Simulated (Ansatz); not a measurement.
Gas-phase electronic energies from Ansatz, PBE0-D4/def2-TZVP geometries. CBS: MP2 limit from def2 TZ/QZ plus the TZ coupled-cluster correction, frozen cores. This one scheme is used for every species. DFT in def2-TZVPP. HSE06 is defined as in plane-wave codes. Elements past krypton have def2 core potentials. For Se, Zr outer-core shells are correlated without core-valence functions, which leaves a few kJ/mol of doubt a bond. Scalar relativity is left out up to krypton. Each species was taken in one conformer, which may not be the lowest.

Reaction (ligand exchange at a Zr–O bond): `C[O][Zr]([OH])([SeH])[O]C` + H₂Se → `C[O][Zr]([SeH])([SeH])[O]C` + H₂O

```json
{"level": "PBE0-D4", "ΔE (kcal/mol)": "2.3", "difference from CCSD(T)/CBS": "0.2"}
{"level": "r2SCANh-D4", "ΔE (kcal/mol)": "3.3", "difference from CCSD(T)/CBS": "1.2"}
{"level": "CAM-B3LYP-D4", "ΔE (kcal/mol)": "7.0", "difference from CCSD(T)/CBS": "4.9"}
{"level": "B2PLYP", "ΔE (kcal/mol)": "4.2", "difference from CCSD(T)/CBS": "2.1"}
{"level": "BLYP", "ΔE (kcal/mol)": "6.6", "difference from CCSD(T)/CBS": "4.5"}
{"level": "r2SCAN", "ΔE (kcal/mol)": "3.8", "difference from CCSD(T)/CBS": "1.7"}
{"level": "HSE06", "ΔE (kcal/mol)": "3.0", "difference from CCSD(T)/CBS": "0.9"}
{"level": "BHLYP", "ΔE (kcal/mol)": "6.2", "difference from CCSD(T)/CBS": "4.1"}
{"level": "HF/def2-TZVPP", "ΔE (kcal/mol)": "6.8", "difference from CCSD(T)/CBS": "4.7"}
{"level": "HF/def2-QZVPP", "ΔE (kcal/mol)": "6.9", "difference from CCSD(T)/CBS": "4.8"}
{"level": "CCSD(T)/CBS", "ΔE (kcal/mol)": "2.1", "difference from CCSD(T)/CBS": "0"}
```

Largest T1 diagnostic among the species: 0.015.

In def2-TZVPP, CCSD(T) changes the Hartree–Fock value by −4.3 kcal/mol (the triples alone add −1.2 kcal/mol) and MP2 by −6.1 kcal/mol. The D4 term adds −1.6 kcal/mol with B3LYP and −0.9 kcal/mol with PBE0; it sums over pairs of atoms, weighted by their polarisabilities, and B3LYP, whose exchange is more repulsive, gets the larger term.

B3LYP here is the variant with VWN-RPA as its local correlation; programs differ in this.
